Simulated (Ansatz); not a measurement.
Basis-set series for C11H13ClTi (`[CH3][Ti]12345678([Cl])([C@H]9[C@@H]1[C@@H]2[C@@H]3[C@H]94)[C@H]1[C@@H]5[C@@H]6[C@@H]7[C@H]18`). Charge 0, multiplicity 1. All single points use the PBE0-D4/def2-TZVP geometry.

```xyz
26

C     0.791   -1.908    0.766
Ti    0.260    0.128    0.286
Cl    1.687    1.009    1.879
C     2.204    0.311   -1.088
C     1.492    1.522   -1.210
C     0.259    1.242   -1.819
C     0.200   -0.148   -2.066
C     1.412   -0.717   -1.627
C    -1.338   -0.153    2.052
C    -1.803   -0.876    0.934
C    -2.074    0.044   -0.094
C    -1.771    1.340    0.390
C    -1.336    1.212    1.720
H     0.325   -2.664    0.129
H     1.876   -1.999    0.681
H     0.509   -2.102    1.802
H     3.161    0.190   -0.606
H     1.818    2.484   -0.845
H    -0.511    1.960   -2.053
H    -0.615   -0.681   -2.530
H     1.677   -1.759   -1.685
H    -0.989   -0.574    2.982
H    -1.916   -1.946    0.874
H    -2.454   -0.194   -1.075
H    -1.879    2.266   -0.151
H    -0.988    2.013    2.352
```

```json
{"functional": "PBE0-D4", "basis": "def2-TZVPP", "functions": "629", "energy (Eh)": "-1736.09284", "HOMO (eV)": "-6.56", "LUMO (eV)": "-1.87"}
{"functional": "PBE0-D4", "basis": "def2-QZVPP", "functions": "1180", "energy (Eh)": "-1736.14459", "HOMO (eV)": "-6.58", "LUMO (eV)": "-1.89"}
{"functional": "ωB97M-V", "basis": "def2-TZVPP", "functions": "629", "energy (Eh)": "-1736.67011", "HOMO (eV)": "-8.61", "LUMO (eV)": "0.28"}
{"functional": "ωB97M-V", "basis": "def2-QZVPP", "functions": "1180", "energy (Eh)": "-1736.71885", "HOMO (eV)": "-8.62", "LUMO (eV)": "0.22"}
```

(1) Give the rows for def2-SVP. (An estimate is asked.)

Answers

(1) Ansatz gave: 
```
functional     basis  functions  energy (Eh)  HOMO (eV)  LUMO (eV)
   PBE0-D4  def2-SVP        268  -1735.37179      -6.50      -1.83
   ωB97M-V  def2-SVP        268  -1735.92848      -8.53       0.38
```

Positive LUMOs are unbound and depend on the basis. Scalar relativity is left out up to krypton.
